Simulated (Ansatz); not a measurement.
Two members of one family ((BeSe)n off), computed with Ansatz in the gas phase. The two geometries come from different levels. Binding counts from free atoms in the multiplicity of their measured ground term, without zero-point energy. The structures are stationary points that may keep the symmetry of their start.

First: Be2Se3 (singlet, charge 0, r2SCAN-D4/def2-SVP geometry).

```csv
atom,x (Å),y (Å),z (Å)
Be1,0.014,0.637,-1.073
Be2,-0.155,-1.200,0.306
Se3,-0.317,-1.267,-1.726
Se4,0.139,-0.062,1.979
Se5,0.318,1.892,0.514
```

```json
{"level": "PBE-D4/def2-SVP", "HOMO (eV)": "-5.34", "LUMO (eV)": "-3.42", "gap (eV)": "1.92", "binding per atom (eV)": "3.05"}
{"level": "PBE-D4/def2-TZVP", "HOMO (eV)": "-5.39", "LUMO (eV)": "-3.40", "gap (eV)": "1.98", "binding per atom (eV)": "3.05"}
{"level": "PBE0-D4/def2-SVP", "HOMO (eV)": "-6.44", "LUMO (eV)": "-2.65", "gap (eV)": "3.78", "binding per atom (eV)": "2.96"}
{"level": "PBE0-D4/def2-TZVP", "HOMO (eV)": "-6.44", "LUMO (eV)": "-2.60", "gap (eV)": "3.85", "binding per atom (eV)": "2.96"}
{"level": "BHLYP-D4/def2-TZVP", "HOMO (eV)": "-7.32", "LUMO (eV)": "-1.71", "gap (eV)": "5.61", "binding per atom (eV)": "2.76"}
```

Second: Be4Se5 (singlet, charge 0, PBE0-D4/def2-SVP geometry).

```tsv
atom	x (Å)	y (Å)	z (Å)
Be1	0.258	-0.821	-1.499
Be2	0.857	1.173	-0.421
Be3	-1.420	0.366	-0.370
Be4	0.386	-1.026	0.984
Se5	-0.459	1.159	-2.155
Se6	2.096	-0.586	-0.365
Se7	-0.531	1.581	1.255
Se8	-1.274	-1.778	-0.289
Se9	0.087	-0.068	2.860
```

Question: Estimate how these quantities change from the first to the second (second minus first).

Answer: 
```tsv
level	Δ HOMO (eV)	Δ LUMO (eV)	Δ gap (eV)	Δ binding per atom (eV)
PBE-D4/def2-SVP	-0.06	-0.28	-0.22	0.44
PBE-D4/def2-TZVP	-0.07	-0.25	-0.18	0.43
PBE0-D4/def2-SVP	-0.09	-0.40	-0.30	0.46
PBE0-D4/def2-TZVP	-0.10	-0.36	-0.26	0.45
BHLYP-D4/def2-TZVP	-0.13	-0.37	-0.24	0.40
```
